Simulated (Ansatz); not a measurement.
ClF2GeHS, SMILES `[F][Ge]([F])([SH])[Cl]`. The species carries charge 0 and has multiplicity 1.

Cartesian coordinates in Å:
```
F 1.0975 -0.5637 -1.6626
Ge 0.0072 -0.0398 -0.4528
F -1.4887 -0.7813 -0.8396
S 0.7976 -0.6904 1.4656
Cl -0.2976 2.0407 -0.6466
H -0.1160 0.0346 2.1360
```

**Question.** List the harmonic frequencies (cm⁻¹, unscaled) at PBE0-D4/def2-TZVP in Ansatz. (An estimate is asked.)

**Answer.** The calculation gave: 79, 149, 161, 184, 233, 246, 420, 472, 732, 749, 781, 2706.

**Question.** Is this a minimum?

**Answer.** Yes, all 12 modes are real.

**Question.** Give the ideal-gas thermochemistry at 298.15 K and 1 bar (rigid rotor, harmonic oscillator; point group C1, symmetry number 1).

**Answer.** Zero-point energy 41.3 kJ/mol; H(298) − E = 62.9 kJ/mol; entropy 364.8 J/(mol·K), of which translation 173.6, rotation 118.4, vibration 72.8; G(298) − E = -45.8 kJ/mol. Modes under 100 cm⁻¹ are hindered rotations or soft bends, so the harmonic entropy is rough.
